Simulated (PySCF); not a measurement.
## Orbital picture of NaSn

LC-ωPBE at R = 2.931 Å; Na cc-pVDZ, Sn cc-pVDZ-PP with ECP28; scalar-relativistic core potentials (PySCF 2.14). State: ⁴Σ⁻ (quartet), unpaired electrons σ ↑, π ↑↑. Only the outer orbitals are listed, counted within each symmetry, core potentials removing the inner ones.

```tsv
spin	orbital	occ.	ε (eV)	on Na (%)	main shells (%)
α	7σ	1	-14.54	9	91 Sn s
α	8σ	1	-6.83	33	65 Sn p, 27 Na s
α	4π	1	-6.18	9	91 Sn p
α	4π	1	-6.18	9	91 Sn p
α	9σ	0	-0.48	91	62 Na s, 29 Na p, 9 Sn p
α	5π	0	0.84	97	96 Na p
α	5π	0	0.84	97	96 Na p
β	7σ	1	-11.42	9	91 Sn s
β	8σ	0	-0.70	92	76 Na s, 17 Na p
β	4π	0	0.55	85	85 Na p, 14 Sn p
β	4π	0	0.55	85	85 Na p, 14 Sn p
```

Q: Which are the highest filled and the lowest empty level, where do they sit, and how wide is the gap?

A: Highest filled α 4π at -6.18 eV (in %: 91 Sn p); lowest empty β 8σ at -0.70 eV (in %: 76 Na s, 17 Na p); the gap at LC-ωPBE is 5.48 eV.

```
bond order (Mayer)                               : 0.99
⟨S²⟩                                             : 3.757
charge on Na (Mulliken, basis-dependent)         : 0.31
charge on Na (Löwdin, basis-dependent)           : 0.28
dipole moment (positive dipole means Na(−)Sn(+)) : -7.94 D
```

Spin–orbit coupling is left out. The state is the lowest determinant that a PBE0 search found; another state may lie lower at other levels.
